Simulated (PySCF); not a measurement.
Ge(Cl)2 cation (Cl2Ge), SMILES [Cl][Ge][Cl] (connectivity only; charge and spin as stated), charge +1, multiplicity 2. Coordinates come from a PBE-D3(BJ)/def2-TZVP optimisation. The spin state was assumed, not searched. The isomer is the one that the SMILES or the coordinates give; other isomers of the formula were not compared.

The numbers are results of PySCF with PBE-D3(BJ)/def2-TZVP, not measurements.

Harmonic wavenumbers (cm⁻¹): 123, 399, 459. Rotational constants (GHz): 12.87, 2.137, 1.833; symmetry number 2.

Task: Work out the zero-point energy and the ideal-gas rigid-rotor harmonic-oscillator thermochemistry at 298.15 K and 1 atm.

Result: ZPE = ½ Σ hcν = ½ × 981 cm⁻¹ = 1.40 kcal/mol. H − E(el) = 4.56 kcal/mol. Entropy in cal/(mol K): translation 40.80, rotation 24.88, vibration 4.79, spin 1.38, total 71.84. G − E(el) = -16.86 kcal/mol. Cp = 12.69 cal/(mol K). Modes under 150 cm⁻¹ make the vibrational entropy uncertain.
